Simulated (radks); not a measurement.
The numbers below are computed, except where a source is named.
Task: Species: Ag4+. Configuration: [Kr] 4d7 (the NIST ground configuration). Level of theory: non-relativistic Kohn-Sham, LDA (Slater exchange, Perdew-Wang correlation), spin-polarised, spherical densities, point nucleus; open shells are filled with parallel spins first (spin-orbit coupling, left out, can overturn this in heavy ions); relativity is left out, which matters for an element this heavy (a radial shooting solver on a logarithmic mesh with Libxc functionals). Some entries of the table are withheld. Estimate them.

| orbital | occ. | eigenvalue (hartree) | <r^2> (bohr^2) | r(max) (bohr) |
|---|---|---|---|---|
| 1s up | 1 | -902.4668 | 0.001406 | 0.02146 |
| 1s down | 1 | -902.4662 | 0.001406 | 0.02146 |
| 2s up | 1 | -132.0283 | 0.02323 | 0.1192 |
| 2s down | 1 | -132.0029 | 0.02323 | 0.1192 |
| 2p up | 3 | -123.0782 | 0.01755 | 0.09340 |
| 2p down | 3 | -123.0585 | 0.01754 | 0.09339 |
| 3s up | 1 | -25.82326 | 0.1666 | 0.3450 |
| 3s down | 1 | -25.80583 | 0.1665 | 0.3450 |
| 3p up | 3 | -22.21361 | 0.1619 | 0.3313 |
| 3p down | 3 | -22.19490 | 0.1618 | 0.3313 |
| 3d up | 5 | -15.52015 | 0.1422 | 0.2736 |
| 3d down | 5 | -15.49566 | 0.1421 | 0.2737 |
| 4s up | 1 | (1) | 0.9750 | 0.8444 |
| 4s down | 1 | (2) | 0.9748 | 0.8433 |
| 4p up | 3 | -4.16562 | 1.112 | (3) |
| 4p down | 3 | -4.07419 | 1.115 | (4) |
| 4d up | 5 | -2.27137 | 1.649 | 0.9899 |
| 4d down | 2 | -2.18439 | 1.677 | 0.9901 |

Result: 
(1) 4s up eigenvalue (hartree): -5.32340
(2) 4s down eigenvalue (hartree): -5.23205
(3) 4p up r(max) (bohr): 0.8802
(4) 4p down r(max) (bohr): 0.8790
